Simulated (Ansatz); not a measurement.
Reaction (substitution at a C–Si bond): `CC[SiH2]CS` + `OBS` → `CCOBS` + `[SiH3]CS`

Computed with Ansatz on PBE0-D4/def2-TZVP structures; ΔE is electronic, products minus reactants. CBS: MP2 limit from def2 TZ/QZ plus the TZ coupled-cluster correction, frozen cores. Functionals use def2-TZVPP. B3LYP here is the variant with VWN-RPA as its local correlation; programs differ in this. Each species was taken in one conformer, which may not be the lowest.

CCSD(T)/CBS gives +70.1 kJ/mol.

Task: Another level gave +63.7 kJ/mol. Which?
A. HF/def2-TZVPP
B. PBE0-D4/def2-TZVPP
C. MP2/def2-TZVPP
D. B3LYP-D4/def2-TZVPP

Result: D. B3LYP-D4 63.7, MP2/def2-TZVPP 74.4, PBE0-D4 70.0, HF/def2-TZVPP 48.7 kJ/mol.

Largest T1 diagnostic among the species: 0.013.

In def2-TZVPP, CCSD(T) changes the Hartree–Fock value by +18.3 kJ/mol (the triples alone add +1.6 kJ/mol) and MP2 by +25.7 kJ/mol. The D4 term adds +8.0 kJ/mol with B3LYP and +4.6 kJ/mol with PBE0; it sums over pairs of atoms, weighted by their polarisabilities, and B3LYP, whose exchange is more repulsive, gets the larger term.
